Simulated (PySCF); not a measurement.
Species: germanium oxide, GeO (singlet state).
Z-matrix (Å and degrees, PBE0-D3(BJ)/def2-SVP geometry), rows numbered from 1:
```
O 
Ge  1  1.6236
```

Method: PBE0-D3(BJ)/def2-SVP geometry optimisation, gas phase (PySCF 2.14.0).

Take the most abundant isotopes and a rigid rotor. 

What are the moment of inertia and the rotational constant?

I = 34.663 u·Å², B = 505379 MHz·u·Å²/I = 14580 MHz (0.4863 cm⁻¹, or 0.700 K as hB/k). For two atoms I = μr² with μ = 13.1496 u and r = 1.6236 Å.

List the first levels of a rigid rotor in a Σ state.

E(J) = BJ(J+1): J = 1: 0.973, J = 2: 2.918, J = 3: 5.836, J = 4: 9.727, J = 5: 14.590, J = 6: 20.426 cm⁻¹.

Where do the first rotational lines fall?

The dipole is 3.03 D; J+1 ← J lies at 2B(J+1): 1 ← 0 at 29.16 GHz, 2 ← 1 at 58.32 GHz, 3 ← 2 at 87.48 GHz, 4 ← 3 at 116.64 GHz, 5 ← 4 at 145.80 GHz, 6 ← 5 at 174.96 GHz.

Estimate the classical rotational partition function at 10 K, 100 K and 200 K.

Point group C∞v, symmetry number σ = 1; q = kT/(σhB), k/h = 20836.6 MHz/K: 14.3 at 10 K, 143 at 100 K, 286 at 200 K.

Not checked by PBE0-D3(BJ)/def2-SVP frequencies. These are rigid-rotor constants of the computed structure; measured ground-state constants (B0) also hold zero-point vibration.

The run took 2.8 s of wall time on one thread of an AMD EPYC 7R43, no GPU, shared host, and the process peaked at 0.26 GiB of memory. This is the geometry optimisation.
